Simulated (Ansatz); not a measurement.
The same path of CH4BClSi (8 atoms, charge 0, multiplicity 1) was run twice with different band settings.

Method: Ansatz, RKS PBE/def2-mTZVP.

Relaxed end points:

```xyz
8
Properties=species:S:1:pos:R:3
C -0.011 1.462 -0.310
B 0.227 -0.007 0.011
Si -0.205 -1.707 0.760
Cl -0.660 -3.048 -0.817
H -0.954 1.561 -0.882
H -0.168 2.046 0.616
H 0.793 1.939 -0.890
H 0.978 -2.246 1.514
```

```xyz
8
Properties=species:S:1:pos:R:3
C -0.051 1.453 -0.345
B 0.176 -0.038 -0.138
Si 0.145 -1.672 0.844
Cl -1.352 -2.931 0.028
H 0.232 1.825 -1.342
H -1.120 1.688 -0.179
H 0.499 2.039 0.415
H 1.472 -2.365 0.717
```

Common settings: spring 5.0 eV/Å²; optimiser quadratic models (default); start path through a guess of the saddle point; force threshold 0.03 eV/Å; iteration limit 60; end points relaxed.

| run | movable images | climbing image |
| --- | --- | --- |
| 1 | 7 | yes |
| 2 | 3 | no |

Question: What does each run give, and how far can it be trusted?

Answer: Run 1: converged after 8 iterations, highest image 0.017 eV above the first end. A vibrational analysis at the climbing image gives one clearly imaginary mode, 105i cm⁻¹: a first-order saddle point.
Run 2: converged after 7 iterations, highest image 0.017 eV above the first end. No image climbed, so the highest image needn't sit at the top of the path. So few images can step over the top or miss a turn of the path.
